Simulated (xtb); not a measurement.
Cl$_{3}$Er (SMILES [Cl][Er]([Cl])[Cl]), quartet, geometry from GFN2-xTB (such geometries of metal compounds can be far from the true shape) (GFN-xTB holds the 4f electrons in the core, so unpaired electrons go into valence orbitals and the state isn't the physical one). Base run: GFN2-xTB (xtb 6.7.1).

Geometry (Å):
```xyz
4

Er     0.1229     0.3685     0.2491
Cl     1.8687    -0.7831    -0.8776
Cl    -0.9559    -1.3946     1.4201
Cl    -1.4044     0.7038    -1.5391
```
Charge 0, spin multiplicity 4.
All else is at xtb's defaults.
Base energy -14.72833 Eh.

The base run was repeated with changes; each row names its change, and settings that it needs were set with it.

```
change         ΔE vs base (mEh)  dipole (D)  SCF cycles
-------------  ----------------  ----------  ----------
base                      0.000        3.15          40
etemp = 10000            -193.6        2.07          22
etemp = 10                2.402        2.99         140
acc = 30                  0.001        3.15          31
acc = 0.1                 0.000        3.15          44
acc = 0.0001              0.000        3.15          52
etemp = 3000            -40.933        3.28          25
```
